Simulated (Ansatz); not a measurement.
Ansatz (a program for electronic structure) input (B3LYP-D3(BJ)/def2-TZVP):

Ansatz 0.2 input:
```yaml
crystal:
  periodic: [false, false, false]
  atoms:
    - {symbol: Si, position_ang: [0.31134781, 0.27384649, -0.07218846]}
    - {symbol: Br, position_ang: [0.08155278, 1.54470923, -1.94671593]}
    - {symbol: Br, position_ang: [-0.00030129, 1.77145018, 1.68821905]}
    - {symbol: N, position_ang: [1.75818219, -0.46341645, -0.22192351]}
    - {symbol: N, position_ang: [-1.29654612, -0.40864647, -0.01657910]}
    - {symbol: H, position_ang: [2.18185829, -0.90224268, 0.58010834]}
    - {symbol: H, position_ang: [-1.51681950, -1.00899371, -0.79427724]}
    - {symbol: H, position_ang: [-1.55053225, -0.86519753, 0.84466718]}
basis:
  gaussian:
    orbitals: def2-TZVP
hamiltonian:
  xc: b3lyp
  dispersion: d3bj
total_charge: -1
relax: {f_tol: 0.002, max_steps: 150}
```

End of the output:

```
relax step  33: F+E_penalty+E_count = -151008.65245015 eV  Δ(F+E_penalty+E_count) = -6.275e-6 eV  max|allowed force component| = 2.884e-3 eV/Å  Δτ_max = 0.0027 Å  (34 SCF iters, accepted)
these checks for a lower state are left out or cut short: starts, cluster_reference, orbital_swaps, neighbouring_geometries, increment
integrals: 0.18 GiB planned
1529 factors; their error is unknown
0.26 GiB of the device are held for the grids
1.26 GiB of device memory are held for the factors and their scratch space
mean field: 1.09 GiB planned
mean field evaluation 256: about -151008.1635 eV, gradient 3.3e-3 eV
mean field -151008.16348833 eV, -5549.4476511865 hartree, gradient 1.6e-5 eV, S^2 0.000000; 0 other end points of the search recorded, 0 dependent functions left out
the calculation of the forces begins
reference -151008.16374544 eV, -5549.4476606352 hartree; 51, 51 occupied and 162, 162 virtual orbitals, 1529 factors
relax step  34: F+E_penalty+E_count = -151008.65245250 eV  Δ(F+E_penalty+E_count) = -2.348e-6 eV  max|allowed force component| = 1.242e-3 eV/Å  Δτ_max = 0.0021 Å  (34 SCF iters, accepted)
integrals: 0.18 GiB planned
1529 factors; their error is unknown
0.26 GiB of the device are held for the grids
1.26 GiB of device memory are held for the factors and their scratch space
mean field: 1.09 GiB planned
mean field -151008.16348833 eV, -5549.4476511865 hartree, gradient 1.6e-5 eV, S^2 0.000000; 1 other end points of the search recorded, 0 dependent functions left out
the calculation of the forces begins
reference -151008.16374544 eV, -5549.4476606352 hartree; 51, 51 occupied and 162, 162 virtual orbitals, 1529 factors
Total energy: -151008.65270961 eV, -5549.4656297371 hartree
Atom 0 at     0.311571     0.136515    -0.080596 Å, force    -0.000870     0.000764     0.000549 eV/Å
Atom 1 at    -0.012442     1.897518    -1.617305 Å, force     0.000211     0.000076    -0.000050 eV/Å
Atom 2 at     0.145725     1.424623     1.931237 Å, force    -0.000160    -0.000391    -0.000396 eV/Å
Atom 3 at     1.591353    -0.836621    -0.185512 Å, force    -0.000206    -0.000808    -0.000253 eV/Å
Atom 4 at    -1.211232    -0.665634    -0.253879 Å, force    -0.001242    -0.000117     0.000246 eV/Å
Atom 5 at     2.490338    -0.484313     0.114088 Å, force     0.000597     0.000177     0.000112 eV/Å
Atom 6 at    -1.319812    -1.458287     0.364400 Å, force     0.001009     0.000533    -0.000057 eV/Å
Atom 7 at    -2.026759    -0.072292    -0.211121 Å, force     0.000661    -0.000233    -0.000149 eV/Å
Dipole moment:    -0.548193     0.481806     0.245186 e Å
```

It need not be the lowest isomer of its formula. Whether it binds its extra electron was not tested at this geometry.
